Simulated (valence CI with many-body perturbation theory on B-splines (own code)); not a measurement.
E1 transitions of Er⁶²⁺

Calculated by relativistic CI+MBPT: four valence electrons over a frozen Dirac-Fock core [He], a basis of 11 s, 11 p, 9 d, 7 f, 5 g, 2 h, 1 i functions for each j, with the one-electron correlation potential Σ1 (screened to all orders), the two-electron term Σ2, the three-electron term Σ3, Breit, model QED; selected single and double excitations, second order for the rest (own B-spline code, finite nucleus).

No measured spectrum was set against this ion. As an estimate, large intervals hold to a few tenths of a per cent, small ones and those within an open d or f shell to about a per cent. Among the levels kept, up to 270 cm⁻¹ of a level comes from second order outside the variational space, and about a tenth of that is noise between levels of different J, which matters for small intervals.

Lines 1 to 50 of 247 in falling wavelength, among levels below 756.83 Ry, chosen from the strongest by gf and those to the six lowest levels. Wavelengths and rates use the calculated energies. Electric multipoles are in the length gauge, E1 and E2 with the static RPA response of the core. Weak lines are less certain than strong ones. Lines between different terms over intervals too small for the method are left out, as are lines whose strength nearly cancels. The highest levels of a list are the least certain.

Levels are named by their leading jj configuration (3d3/2^4 stands for four electrons in 3d with j = 3/2), which in mixed levels can hold well under half, so a name can repeat and another be missing. Letters in brackets count levels of one name in rising energy.

```tsv
λ vac (nm)	Upper	Lower	A (s⁻¹)	S (a.u.)
8.601	(2s 2p1/2 2p3/2 3d5/2) J=5	(2s 2p1/2 2p3/2 3p3/2) J=4	3.24e+10	1.12e-01
8.529	(2s 2p1/2^2 3d5/2) J=3	(2s 2p1/2^2 3p3/2) J=2	3.34e+10	7.16e-02
8.452	(2s 2p1/2 2p3/2 3d5/2) J=4 [a]	(2s 2p1/2 2p3/2 3p3/2) J=3 [a]	2.60e+10	6.96e-02
8.443	(2s^2 2p3/2 3d5/2) J=4	(2s^2 2p3/2 3p3/2) J=3	2.71e+10	7.25e-02
8.389	(2s^2 2p3/2 3d5/2) J=3	(2s^2 2p3/2 3p3/2) J=2	2.15e+10	4.39e-02
8.353	(2s 2p1/2 2p3/2 3d5/2) J=4 [b]	(2s 2p1/2 2p3/2 3p3/2) J=3 [b]	2.80e+10	7.24e-02
8.335	(2s 2p1/2 2p3/2 3d5/2) J=3 [a]	(2s 2p1/2 2p3/2 3p3/2) J=2 [a]	2.42e+10	4.83e-02
8.116	(2s^2 2p1/2 3d5/2) J=3	(2s^2 2p1/2 3p3/2) J=2	3.57e+10	6.60e-02
7.889	(2s 2p1/2^2 3d5/2) J=2	(2s 2p1/2^2 3p3/2) J=1	3.78e+10	4.58e-02
6.184	(2s 2p1/2 2p3/2^2) J=2 [a]	(2s^2 2p3/2^2) J=2	1.85e+09	1.08e-03
5.105	(2s 2p1/2 2p3/2^2) J=3	(2s^2 2p3/2^2) J=2	1.33e+10	6.11e-03
5.046	(2s 2p1/2^2 2p3/2) J=2	(2s^2 2p1/2 2p3/2) J=2	1.09e+10	3.47e-03
4.703	(2s 2p1/2^2 2p3/2) J=2	(2s^2 2p1/2 2p3/2) J=1	1.55e+10	3.99e-03
3.906	(2s 2p1/2 2p3/2^2) J=1 [a]	(2s^2 2p3/2^2) J=2	2.37e+10	2.10e-03
3.815	(2s 2p1/2^2 2p3/2) J=1	(2s^2 2p1/2 2p3/2) J=2	4.41e+10	3.63e-03
3.789	(2s 2p1/2 2p3/2^2) J=2 [b]	(2s^2 2p3/2^2) J=2	2.15e+10	2.88e-03
3.679	(2s 2p1/2 2p3/2 3d3/2) J=3 [b]	(2s 2p1/2 2p3/2 3p1/2) J=2 [b]	1.52e+11	2.62e-02
3.629	(2s 2p1/2 2p3/2 3d3/2) J=2 [d]	(2s 2p1/2 2p3/2 3p1/2) J=1 [c]	2.17e+11	2.56e-02
3.617	(2s 2p1/2^2 2p3/2) J=1	(2s^2 2p1/2 2p3/2) J=1	9.92e+09	6.95e-04
3.579	(2s 2p1/2 2p3/2 3d3/2) J=2 [b]	(2s 2p1/2 2p3/2 3p1/2) J=2 [b]	2.58e+11	2.92e-02
3.506	(2s^2 2p3/2 3d3/2) J=2	(2s^2 2p3/2 3p1/2) J=2	1.81e+11	1.92e-02
3.501	(2s 2p1/2^2 3p3/2) J=1	(2s 2p1/2^2 3s) J=0	3.73e+11	2.37e-02
3.489	(2s 2p1/2 2p3/2 3d3/2) J=1 [b]	(2s 2p1/2 2p3/2 3p1/2) J=2 [b]	3.95e+11	2.49e-02
3.488	(2s 2p1/2 2p3/2 3d3/2) J=2 [a]	(2s 2p1/2 2p3/2 3p1/2) J=2 [a]	1.74e+11	1.82e-02
3.485	(2s^2 2p3/2 3d3/2) J=2	(2s^2 2p3/2 3p1/2) J=1	1.91e+11	1.99e-02
3.482	(2s 2p1/2 2p3/2 3p3/2) J=1 [a]	(2s 2p1/2 2p3/2 3s) J=1 [a]	3.36e+11	2.10e-02
3.480	(2s 2p1/2^2 3d3/2) J=1	(2s 2p1/2^2 3p1/2) J=0	2.57e+11	1.61e-02
3.441	(2s^2 2p3/2 3p3/2) J=1	(2s^2 2p3/2 3s) J=1	4.77e+11	2.88e-02
3.436	(2s 2p1/2 2p3/2 3d3/2) J=3 [c]	(2s 2p1/2 2p3/2 3p1/2) J=2 [c]	3.71e+11	5.20e-02
3.434	(2s 2p1/2 2p3/2 3d3/2) J=2 [c]	(2s 2p1/2 2p3/2 3p1/2) J=1 [b]	1.79e+11	1.79e-02
3.432	(2s^2 2p3/2 3d3/2) J=3	(2s^2 2p3/2 3p1/2) J=2	3.90e+11	5.45e-02
3.430	(2s 2p1/2 2p3/2 3d3/2) J=3 [a]	(2s 2p1/2 2p3/2 3p1/2) J=2 [a]	3.50e+11	4.87e-02
3.422	(2s 2p1/2 2p3/2 3d3/2) J=4	(2s 2p1/2 2p3/2 3p1/2) J=3	3.63e+11	6.46e-02
3.421	(2s^2 2p1/2 3d3/2) J=2	(2s^2 2p1/2 3p1/2) J=1	3.87e+11	3.82e-02
3.419	(2s 2p1/2 2p3/2 3p3/2) J=2 [b]	(2s 2p1/2 2p3/2 3s) J=2 [b]	3.76e+11	3.70e-02
3.418	(2s 2p1/2^2 3d3/2) J=2	(2s 2p1/2^2 3p1/2) J=1	3.72e+11	3.67e-02
3.416	(2s 2p1/2 2p3/2 3p3/2) J=3 [c]	(2s 2p1/2 2p3/2 3s) J=2 [c]	5.06e+11	6.97e-02
3.402	(2s 2p1/2 2p3/2 3p3/2) J=2 [c]	(2s 2p1/2 2p3/2 3s) J=1 [c]	5.13e+11	4.98e-02
3.385	(2s 2p1/2 2p3/2 3d3/2) J=1 [a]	(2s 2p1/2 2p3/2 3p1/2) J=1 [a]	3.28e+11	1.89e-02
3.378	(2s 2p1/2 2p3/2 3p3/2) J=3 [a]	(2s 2p1/2 2p3/2 3s) J=2 [a]	5.31e+11	7.07e-02
3.377	(2s^2 2p3/2 3d3/2) J=1	(2s^2 2p3/2 3p1/2) J=1	3.36e+11	1.92e-02
3.374	(2s^2 2p3/2 3p3/2) J=3	(2s^2 2p3/2 3s) J=2	6.31e+11	8.37e-02
3.366	(2s 2p1/2 2p3/2 3p3/2) J=2 [a]	(2s 2p1/2 2p3/2 3s) J=1 [a]	2.73e+11	2.57e-02
3.345	(2s 2p1/2 2p3/2 3d3/2) J=3 [b]	(2s 2p1/2 2p3/2 3p1/2) J=3	2.11e+11	2.73e-02
3.344	(2s 2p1/2 2p3/2 3p3/2) J=4	(2s 2p1/2 2p3/2 3s) J=3	5.70e+11	9.47e-02
3.343	(2s 2p1/2 2p3/2 3p3/2) J=3 [b]	(2s 2p1/2 2p3/2 3s) J=2 [b]	2.39e+11	3.08e-02
3.282	(2s^2 2p1/2 3p3/2) J=2	(2s^2 2p1/2 3s) J=1	6.65e+11	5.81e-02
3.282	(2s 2p1/2 2p3/2 3p3/2) J=1 [b]	(2s 2p1/2 2p3/2 3s) J=2 [b]	6.18e+11	3.23e-02
3.280	(2s 2p1/2 2p3/2 3p3/2) J=2 [d]	(2s 2p1/2 2p3/2 3s) J=2 [c]	2.79e+11	2.43e-02
3.244	(2s 2p1/2 2p3/2 3p3/2) J=1 [c]	(2s 2p1/2 2p3/2 3s) J=1 [c]	3.09e+11	1.56e-02
```
